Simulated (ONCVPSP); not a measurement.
**Varying the ONCV potential for phosphorus (P)**

Base potential:

```
Element                 : phosphorus
Generator               : ONCVPSP 4.0.1
Type                    : optimised norm-conserving Vanderbilt (ONCV)
Functional              : revPBE
Relativity              : scalar-relativistic
Frozen core             : [He]
Valence charge          : 13
Reference configuration : 2s2 2p6 3s2 3p1.5 (charge +1.5)
Partial waves           : 2s+3s: rc 1.05 bohr, ncon 3, nbas 7, qcut 12.3 1/bohr, 2 projectors; 2p+3p: rc 0.90 bohr, ncon 3, nbas 7, qcut 17.6 1/bohr, 2 projectors; d scattering state at 0.2 Ha: rc 0.90 bohr, ncon 3, nbas 7, qcut 10.7 1/bohr, 2 projectors, debl 0.8 Ha
Local potential         : polynomial inside 0.65 bohr (lpopt 5, dvloc0 3 Ha)
Core correction         : Teter function, fcfact 5, rcfact 1
```

Cutoffs, loose and tight: the cutoffs (Ha) at which the residual kinetic energy of the hardest occupied pseudo-wave falls to 1 and 0.1 mHa per electron. They do not see the model core or the augmentation charge, which bear on the density cutoff. Test errors are all-electron minus pseudo excitation energies from the reference, over the configurations 2s2 2p6 3s2 3p3; 2s2 2p6 3s2 3p2; 2s2 2p6 3s2 3p1; 2s2 2p6 3s1 3p0. A dash means not determined; rows that change the core or the reference have their own tests.

| change | outcome | cutoff, loose | cutoff, tight | bound ghosts | GHOST(+) flags above zero | largest test error (meV) |
| --- | --- | --- | --- | --- | --- | --- |
| base | generated | 111 Ha | 126 Ha | none | none | +1.3 |
| all radii but the core radius scaled by about 0.80 (s 0.84, p 0.72, d 0.72 bohr); local potential polynomial inside 0.52 bohr (lpopt 5, dvloc0 3 Ha) | generated | 129 Ha | 145 Ha | none | d | +0.8 |
| all radii but the core radius scaled by about 0.83 (s 0.88, p 0.74, d 0.74 bohr); local potential polynomial inside 0.54 bohr (lpopt 5, dvloc0 3 Ha) | generated | 127 Ha | 142 Ha | none | d | +0.8 |
| all radii but the core radius scaled by about 0.91 (s 0.94, p 0.82, d 0.82 bohr); local potential polynomial inside 0.58 bohr (lpopt 5, dvloc0 3 Ha) | generated | 117 Ha | 132 Ha | none | d | +1.1 |
| all radii but the core radius scaled by about 1.11 (s 1.16, p 1.00, d 1.00 bohr); local potential polynomial inside 0.72 bohr (lpopt 5, dvloc0 3 Ha) | generated | 101 Ha | 116 Ha | none | none | +1.5 |
| all radii but the core radius scaled by about 1.24 (s 1.30, p 1.12, d 1.12 bohr); local potential polynomial inside 0.80 bohr (lpopt 5, dvloc0 3 Ha) | generated | 88 Ha | 101 Ha | none | none | -5.6 |
| all radii but the core radius scaled by about 1.31 (s 1.36, p 1.18, d 1.18 bohr); local potential polynomial inside 0.84 bohr (lpopt 5, dvloc0 3 Ha) | generated | 81 Ha | 93 Ha | none | none | -9.7 |

**Question.** What comes out with this change to the base: all radii but the core radius scaled by about 1.18 (s 1.24, p 1.06, d 1.06 bohr); local potential polynomial inside 0.78 bohr (lpopt 5, dvloc0 3 Ha)?

**Answer.** outcome: generated; cutoff, loose: 97 Ha; cutoff, tight: 112 Ha; bound ghosts: none; GHOST(+) flags above zero: none; largest test error (meV): -2.7.

Reading the sweep of the scale of all radii but the core radius (base = 1) (base included, trends over the rows without a ghost): The loose cutoff falls from 129 Ha at 0.8 to 81 Ha at 1.31. A larger radius leaves more room for a smooth pseudo-wave, so fewer plane waves are needed; a smaller one forces it to follow the all-electron wave where it bends sharply. The median size of the test errors (rows with all tests solved) rises from 0.2 meV at 0.8 to 1.2 meV at 1.31, with one reversal. More of the atom is replaced by a form fitted at one configuration, so other configurations suffer as the radius grows.
